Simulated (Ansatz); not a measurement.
Abridged output of a molecular run in Ansatz:

```
Functional definition: HF
1366 factors; integrals over basis functions are off by at most 1.1e-3 eV
mean field evaluation 1: about -45240.2084 eV, gradient 2.8e1 eV
mean field evaluation 2: about -45240.2338 eV, gradient 2.8e1 eV
mean field evaluation 4: about -45242.6379 eV, gradient 2.6e0 eV
mean field evaluation 8: about -45242.6610 eV, gradient 1.4e-1 eV
mean field evaluation 16: about -45242.6288 eV, gradient 4.2e-1 eV
mean field -45242.66104568 eV, -1662.6371268518 hartree, gradient 2.5e-6 eV, S^2 0.000000; 0 other end points of the search recorded, 0 dependent functions left out
21 core orbitals not correlated: weight in the atoms' cores, before any rotation towards them, 1.000 or more for the frozen orbitals, at most 0.000 for the correlated occupied ones
reference -45242.66104568 eV, -1662.6371268518 hartree; 24, 24 occupied and 88, 88 virtual orbitals, 1366 factors
second order -21.78747228 eV of doubles, -0.00000000 eV of singles
cycle   1  -22.99586268 eV  change    -1.2e0 eV  update   9.0e-2
cycle   2  -23.48156533 eV  change   -4.9e-1 eV  update   2.6e-2
cycle   3  -23.56105074 eV  change   -7.9e-2 eV  update   1.1e-2
cycle   4  -23.55865860 eV  change    2.4e-3 eV  update   2.4e-3
cycle   5  -23.55791327 eV  change    7.5e-4 eV  update   7.2e-4
cycle   6  -23.55777687 eV  change    1.4e-4 eV  update   1.9e-4
cycle   7  -23.55774463 eV  change    3.2e-5 eV  update   6.0e-5
cycle   8  -23.55776303 eV  change   -1.8e-5 eV  update   2.1e-5
perturbative correction -0.55555487 eV, -0.0204162649 hartree
Total energy: -45266.77436359 eV, -1663.5232749401 hartree
```

Its atoms:

```xyz
11

C    -1.140    0.925    0.183
N     0.300    0.650    0.327
In    0.913   -1.406   -0.426
Cl   -0.424   -2.700    0.977
Cl    3.191   -1.282    0.041
Cl    0.234   -1.177   -2.643
H    -1.402    1.918    0.553
H    -1.698    0.172    0.738
H    -1.408    0.847   -0.870
H     0.583    0.715    1.300
H     0.850    1.337   -0.180
```

(1) Which basis set was used?
A. cc-pV(T+d)Z
B. def2-QZVPP
C. def2-SVP
D. def2-SVPD

(2) Write the keys of the input that set method, charge and spin (a neutral closed shell needs none for the last two).

## Answers

(1) C. It gives 133 functions.

(2) 
```yaml
correlation: {method: ccsd_t}
```
